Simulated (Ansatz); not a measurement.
Geometry optimisation, RKS BLYP-D4/def2-SVP in Ansatz.

Input:

```yaml
crystal:
  periodic: [false, false, false]
  atoms:
    - { symbol: Si, position_ang: [-0.541746, 0.107742, -0.3161] }
    - { symbol: H, position_ang: [0.106631, -0.443844, 2.214721] }
    - { symbol: H, position_ang: [0.803847, 0.593167, 0.09012] }
    - { symbol: H, position_ang: [-0.847166, 0.520898, -1.726821] }
    - { symbol: O, position_ang: [-0.561991, -1.565463, -0.255314] }
    - { symbol: Si, position_ang: [-1.545436, -2.800394, 0.31386] }
    - { symbol: H, position_ang: [-1.410408, -2.943839, 1.799219] }
    - { symbol: H, position_ang: [-2.986453, -2.525712, -0.012273] }
    - { symbol: H, position_ang: [-1.123154, -4.069634, -0.355564] }
    - { symbol: O, position_ang: [-1.699521, 0.768132, 0.713222] }
    - { symbol: H, position_ang: [-2.560407, 0.921629, 0.282914] }
    - { symbol: H, position_ang: [-0.459196, -0.027682, 2.369215] }
basis:
  gaussian: { orbitals: def2-SVP }
hamiltonian:
  xc: blyp
  dispersion: d4
relax:
  f_tol: 0.03
  max_steps: 50
```

Launched with:

```bash
$ ansatz run input.yaml --threads 2 --pin off --max-ram 3072MiB --backend cpu --events-out ev --progress --plain --runs-dir out
```

**Question.** Where does it end, and by what steps?

**Answer.** It converged. The force dipped under the threshold on the way, but the program's further checks kept it going. After 41 steps the energy has fallen by 0.228 eV; H2 moved furthest, 1.73 Å.

```
step  energy less start (eV)  largest force component (eV/Å)  accepted
   0                  0.0000                           1.483       yes
   2                 -0.1490                           0.107       yes
   4                 -0.1728                           0.177       yes
   6                 -0.1767                           0.380       yes
   8                 -0.1851                           0.144       yes
  10                 -0.1891                           0.257       yes
  12                 -0.1245                           1.077        no
  14                 -0.2018                           0.070       yes
  16                 -0.2066                           0.131       yes
  18                 -0.2114                           0.118       yes
  20                 -0.2146                           0.066       yes
  22                 -0.2171                           0.095       yes
  24                 -0.2195                           0.053       yes
  26                 -0.2205                           0.054       yes
  28                 -0.2216                           0.065       yes
  30                 -0.2227                           0.112       yes
  32                 -0.2242                           0.055       yes
  34                 -0.2261                           0.145       yes
  36                 -0.2271                           0.025       yes
  38                 -0.2274                           0.062        no
  40                 -0.2277                           0.074        no
  41                 -0.2282                           0.016       yes
```

```xyz
12
Properties=species:S:1:pos:R:3
Si -0.545 0.069 -0.740
H -1.247 -0.560 3.282
H 0.937 -0.071 -0.642
H -0.984 0.647 -2.049
O -1.289 -1.422 -0.622
Si -1.402 -2.805 0.327
H -0.115 -3.052 1.062
H -2.521 -2.660 1.315
H -1.691 -3.965 -0.576
O -0.960 1.082 0.538
H -1.884 1.392 0.559
H -1.124 -0.121 2.664
```

Time of the run: 2.9 min on 2 threads of Intel(R) Xeon(R) Processor @ 2.50GHz (Skylake/Cascade Lake) (shared host), peak memory 0.15 GiB.
